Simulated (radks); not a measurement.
Results of a calculation; reference values are marked as such.
Q: Spherical quantum dot in the effective-mass picture: electrons in a parabolic well V = omega^2 r^2 / 2 with omega = 0.687, with a point charge +1 (a donor) at the centre, all in effective atomic units (hartree* = m*/eps^2 hartree, bohr* = eps/m* bohr), one dielectric constant everywhere. Level of theory: non-relativistic Kohn-Sham, exchange-only LDA, spin-polarised, spherical densities (a radial shooting solver with Libxc functionals). Levels are named by radial order and angular momentum (1s, 1p, 1d, 2s, ...), and open shells are averaged over m. At N = 27 the configuration is 1s2 1p6 1d10 2s2 1f(up 7, down 0). Does electron 28 go into 1f down or 2p up or 2p down?

A: Into 1f down. The total energies of the other choices lie higher by 0.0105 hartree* (2p up), 0.0575 hartree* (2p down).
